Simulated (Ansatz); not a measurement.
FHSe (SMILES F[SeH]), charge 0, multiplicity 1, relaxed at each level with Ansatz (a program for electronic structure); harmonic frequencies from differences of analytic forces, average atomic masses, frozen cores.

```csv
level,Se1–H2 (Å),Se1–F3 (Å),H2–Se1–F3 (°),dipole (D)
HF/def2-TZVPP,1.4554,1.7191,94.6,1.99
PBE/def2-TZVPP,1.4888,1.7839,94.4,1.79
r2SCAN/def2-TZVPP,1.4739,1.7622,94.3,1.76
B3LYP/def2-TZVPP,1.4770,1.7714,94.3,1.92
PBE0/def2-TZVPP,1.4733,1.7533,94.3,1.82
wB97X-V/def2-TZVPP,1.4680,1.7539,94.3,1.89
MP2/cc-pVTZ,1.4655,1.7561,94.7,1.83
CCSD(T)/cc-pVDZ,1.4781,1.7974,94.3,2.16
CCSD(T)/cc-pVTZ,1.4735,1.7593,94.5,1.83
```
